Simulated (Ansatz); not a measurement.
Total energies of HfTe2⁺ from Ansatz at r2SCAN-D4/def2-TZVP, gas phase (1 Eh = 27.2114 eV = 2625.5 kJ/mol). The reference geometry is relaxed at B3LYP-D4/def2-TZVP.

Cartesian coordinates in Å:
```
Hf -0.2858 -0.7292 0.9032
Te 1.7545 0.7429 0.3637
Te -1.4687 -0.0137 -1.2668
```

```
           state                       geometry  energy (Eh)
charge 1 doublet                      reference   -584.07579
charge 0 singlet                      reference   -584.33003
charge 1 quartet  relaxed at B3LYP-D4/def2-TZVP   -584.04250
```

In the def2 sets Hf, Te take a core potential; there is no spin–orbit coupling.

(1) Work out the vertical electron affinity, to the singlet.

(2) Which of the charge 1 states is lowest, and how far above it are the others?

(1) E(charge 1 doublet) − E(charge 0 singlet) = -584.07579 − (-584.33003) = 0.25424 Eh = 6.92 eV.

(2) The doublet. quartet: -584.04250 − (-584.07579) = 0.03329 Eh = 87.4 kJ/mol.

A triplet lies near this restricted singlet, and broken spin symmetry wasn't tried. 

The structure comes from a short search, and lower isomers may exist.
